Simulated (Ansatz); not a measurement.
Species: CH₂BrF, charge 0, singlet. CH2BrF (bromo(fluoro)methane, SMILES FCBr).
B3LYP-D3(BJ)/def2-TZVP minimum from Ansatz (a program for electronic structure):
```xyz
5

F     -1.8086     0.8720    -0.1203
C     -1.1928    -0.3299     0.0514
Br     0.7524    -0.1183     0.0147
H     -1.4463    -0.7339     1.0269
H     -1.4520    -0.9932    -0.7682
```
Charge 0, spin multiplicity 1.

Hartree-Fock and CCSD correlation energies in hartree (Ansatz). Open shells are spin-unrestricted; no spin-orbit coupling. Correlated methods leave the cores frozen (noble-gas shells, and filled d and f shells in the p block). No relativity. Spin-orbit terms, left out, reach several kcal/mol for Br and I, and more for heavier atoms.

| basis | X | E(HF) | E(corr, CCSD) |
|---|---|---|---|
| cc-pVTZ | 3 | -2710.97383 | -0.60871 |
| cc-pVQZ | 4 | -2710.98801 | -0.65732 |
| cc-pV5Z | 5 | -2710.99132 | withheld |

**Question.** Fit E(corr) = E∞ + A/X³ to X = 3 and 4, predict X = 5, and compare with the run.

**Answer.** A = (-0.60871 - (-0.65732))/(1/27 - 1/64) = 2.2702; E∞ = -0.65732 - A/64 = -0.69279; at X = 5, E∞ + A/125 = -0.67463. The run gave -0.67443, 0.20 mEh above the prediction. The same form on X = 4 and 5 gives E∞ = -0.69238, 0.41 mEh above the first estimate.
